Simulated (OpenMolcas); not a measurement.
## Br III: Slater's ratio, worked from levels

| Property | Result |
| --- | --- |
| Program | OpenMolcas |
| Basis | ANO-R3 [7s6p5d4f2g] |
| Scalar Hamiltonian | X2C, finite nucleus |
| Active space | 3 electrons in 3 orbitals (4p) |
| State averaging | 2S+1 = 4 odd, 1 root; 2S+1 = 2 odd, 8 roots |
| Spin-orbit coupling | RASSI with atomic mean-field integrals over the reference wave functions, term energies averaged over their components |

Methods: CASSCF; SS-CASPT2, IPEA 0.25 Eh, imaginary shift 0.1 Eh (closed shells correlated: 3d 4s).

**Slater's ratio.** With one set of orbitals, p3 has ²D° - ⁴S° = 9 F2 and ²P° - ²D° = 6 F2 (F2 = F²/25), a ratio of 2/3. Term energies are centres of gravity, weighted by 2J + 1.

```csv
Source,²D° - ⁴S°,²P° - ⁴S°,F2 from the first,Ratio
CASSCF,20367,34813,2263,0.709
SS-CASPT2,16426,29157,1825,0.775
```

Energies in cm-1. A ratio away from 2/3 shows effects beyond one configuration with one set of orbitals, and in heavier atoms second-order spin-orbit shifts.

Term energies are means over components that CASPT2 splits; among the terms shown or strongly mixed into the levels shown the widest spread is 160 cm-1 (4s² 4p³ ²D°, SS-CASPT2). With the s shell closed, the reference lacks s² → p² mixing. Levels of configurations outside the active space are missing.

° marks odd parity.
